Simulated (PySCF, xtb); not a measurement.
Si(H)(NHSiH3)3 (H₁₃N₃Si₄), SMILES [SiH3]N[SiH](N[SiH3])N[SiH3]. One conformer was computed; it need not be the lowest.

Harmonic wavenumbers (cm⁻¹) from xtb 6.7.1 with GFN2-xTB at its own minimum, in rising order: 13, 33, 41, 64, 75, 87, 100, 134, 153, 210, 248, 284, 297, 330, 363, 559, 563, 568, 576, 589, 591, 654, 659, 705, 750, 754, 762, 768, 770, 799, 801, 807, 827, 831, 839, 983, 995, 999, 1186, 1195, 1203, 2184, 2198, 2202, 2220, 2226, 2230, 2242, 2245, 2248, 2250, 3495, 3499, 3504.

Task: What does PBE-D3(BJ)/def2-SVP in PySCF give at its own minimum? (Estimate from the structure and the level; the computed values follow.)

Result: 24, 46, 50, 74, 116, 130, 153, 162, 174, 213, 297, 337, 356, 397, 433, 572, 612, 622, 684, 686, 695, 706, 724, 780, 834, 846, 886, 894, 896, 904, 907, 909, 920, 922, 925, 961, 965, 967, 1124, 1130, 1151, 2139, 2141, 2146, 2150, 2152, 2154, 2163, 2164, 2171, 2187, 3488, 3512, 3521. Paired by order, the mean absolute difference is 60 cm⁻¹ and the zero-point energies are 79.9 and 81.9 kcal/mol.
